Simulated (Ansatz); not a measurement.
Reaction (ligand exchange at the Si–C bond): `NC[SiH](O)O` + H₂S → `O[SiH](O)S` + CH₃NH₂

Isolated molecules relaxed with PBE0-D4/def2-TZVP in Ansatz; ΔE leaves out vibrations. CCSD(T)/CBS adds triple-zeta CCSD(T) − MP2 to the extrapolated MP2 energy (def2 sets, frozen cores). This one scheme is used for every species. DFT in def2-TZVPP. One conformer a species, not always the lowest.

```csv
level,ΔE (kcal/mol)
ωB97M-V,-15.6
SCS-MP2/def2-QZVPP,-16.9
```

(1) What does CCSD(T)/CBS give? (An estimate is asked.)

Largest T1 diagnostic among the species: 0.011.

## Answers

(1) Ansatz gave: -16.3 kcal/mol. The listed levels differ from it by 0.7, -0.6 kcal/mol.

In def2-TZVPP, CCSD(T) changes the Hartree–Fock value by +2.9 kcal/mol (the triples alone add +0.1 kcal/mol) and MP2 by +1.8 kcal/mol.
